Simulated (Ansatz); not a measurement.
Relaxation of a periodic cell of 17 atoms, CuSi₁₆ (host Si, host structure diamond, interstitial Cu), cell charge +1, to a largest force component of 0.03 eV/Å in at most 60 steps.

Computed with DFT PBE, scalar-relativistic, plane waves, PAW in Ansatz 0.2.0. Settings: PAW set soft_1, cutoff 420 eV, k mesh 2x2x2, gaussian smearing 0.05 eV, no spin polarisation.

```xyz
17
Lattice="0.0000 5.4300 5.4300 5.4300 0.0000 5.4300 5.4300 5.4300 0.0000" Properties=species:S:1:pos:R:3:forces:R:3
Si 0.000 0.000 0.000 -0.40 0.02 -0.02
Si 1.357 1.357 1.357 -0.62 0.48 0.61
Si 2.715 2.715 0.000 0.00 0.53 0.00
Si 4.072 4.072 1.357 0.15 -0.19 0.15
Si 2.715 0.000 2.715 0.02 0.02 0.41
Si 4.072 1.357 4.072 0.13 0.10 -0.13
Si 5.430 2.715 2.715 0.00 0.03 0.00
Si 6.787 4.072 4.072 -0.16 -0.19 -0.15
Si 0.000 2.715 2.715 0.01 0.06 0.00
Si 1.357 4.072 4.072 -0.37 -0.46 -0.35
Si 2.715 5.430 2.715 -0.01 0.02 -0.42
Si 4.072 6.787 4.072 0.66 0.55 -0.67
Si 2.715 2.715 5.430 0.00 -0.32 0.00
Si 4.072 4.072 6.787 0.36 -0.48 0.38
Si 5.430 5.430 5.430 0.43 0.02 0.02
Si 6.787 6.787 6.787 -0.14 0.10 0.14
Cu 2.727 5.504 5.425 -0.06 -0.30 0.04
```

Question: Where does it end, and by what steps?

Answer: The run converged. The force dipped under the threshold on the way, but the program's further checks kept it going. Limits of this set-up: coarse k mesh, a small cell, in which the defect meets its images, charged cell in a uniform background, uncorrected. After 10 steps the energy has fallen by 0.147 eV; Si12 moved furthest, 0.24 Å.

```tsv
step	energy less start (eV)	largest force component (eV/Å)	accepted
0	0.0000	0.668	yes
1	-0.1024	0.219	yes
2	-0.1132	0.060	yes
3	-0.0916	0.466	no
4	-0.1231	0.109	yes
5	-0.1282	0.180	yes
6	-0.1344	0.081	yes
7	-0.1354	0.180	yes
8	-0.1451	0.045	yes
9	-0.1461	0.027	yes
10	-0.1465	0.009	yes
```

```xyz
17
Lattice="0.0000 5.4300 5.4300 5.4300 0.0000 5.4300 5.4300 5.4300 0.0000" Properties=species:S:1:pos:R:3
Si -0.069 -0.042 0.049
Si 1.349 1.306 1.364
Si 2.754 2.717 -0.043
Si 4.038 4.014 1.418
Si 2.664 -0.046 2.779
Si 4.024 1.307 4.116
Si 5.376 2.658 2.764
Si 6.723 4.011 4.102
Si 0.127 2.851 2.596
Si 1.360 4.078 4.137
Si 2.758 5.475 2.722
Si 4.211 6.931 3.934
Si 2.673 2.648 5.474
Si 4.014 4.071 6.789
Si 5.426 5.472 5.386
Si 6.731 6.754 6.844
Cu 2.868 5.600 5.293
```

The run took 69 s on 1 thread of Arm Neoverse V1, on a shared host, peak memory 0.56 GiB.
